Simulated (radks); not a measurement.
Polarisability of the samarium ion Sm3+, [Xe] 4f5, at imaginary frequency. Method: non-relativistic Kohn-Sham, LB94 model potential, spin-unpolarised, spherical densities, point nucleus; relativity is left out, which matters for an element this heavy; computed with a radial shooting solver on a logarithmic mesh with Libxc functionals. Response by self-consistent Sternheimer equations with the Hartree and adiabatic LDA kernel.

w (hartree)  alpha1(iw) (bohr^3)
0.00266                    6.290
0.0143                     6.289
0.0360                     6.283
0.0697                     6.265
0.118                      6.218
0.186                      6.115
0.280                      5.911
0.413                      5.537
0.605                      4.909
0.892                      3.978
1.35                       2.830
2.12                       1.716
3.59                      0.8733
6.94                      0.3479
17.5                     0.08260

Static values: alpha1 = 6.290 bohr^3 (0.9321 angstrom^3; uncoupled 11.34). C6 = 36.93, triple-dipole C9 = 165.9 atomic units. One-pole (London) frequency 4 C6 / (3 alpha1^2) = 1.245 hartree, against 1.678 for minus the highest occupied eigenvalue.
